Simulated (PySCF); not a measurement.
C2H5PSn.
Numbering: `[CH:1]#[C:2][SnH2:3][PH2:4]` (hydrogens: H5 on C1; H6, H7 on Sn3; H8, H9 on P4)

Method used: PBE0-D3(BJ)/def2-SVP geometry optimisation, gas phase, def2 core potentials past Kr (PySCF).

Question: Give the optimised bond lengths and angles.

Answer: 
```
          bond  length (Å)   order
         C1≡C2       1.217  triple
        C2–Sn3       2.093  single
        Sn3–P4       2.514  single
         C1–H5       1.076  single
Sn3–H6, Sn3–H7       1.712  single
  P4–H8, P4–H9       1.430  single
```

Bonds in one row agree within 0.01 Å and their mean is given. Orders are formal, as drawn. A selection of angles:
```
    angle  degrees
 C2–C1–H5    179.8
C1–C2–Sn3    178.6
C2–Sn3–P4    105.7
C2–Sn3–H6    108.2
P4–Sn3–H6    109.8
P4–Sn3–H7    114.0
H6–Sn3–H7    111.1
Sn3–P4–H8     93.0
Sn3–P4–H9     92.5
 H8–P4–H9     93.0
```

The 4 heavy atoms lie in one plane (0.000 Å rms). P4 (three-coordinate phosphorus) is pyramidal (angles 93.0°, 93.0° and 92.5°, sum 278.5°, 0.89 Å off the plane of its three neighbours). Sn3 (tin bonded to C, P and 2 H) is distorted tetrahedral (angles from 105.7° to 114.0°).

Stationary, but not proved a minimum. One conformer, not necessarily the lowest (C2–Sn3–P4–H -165° and -72°).
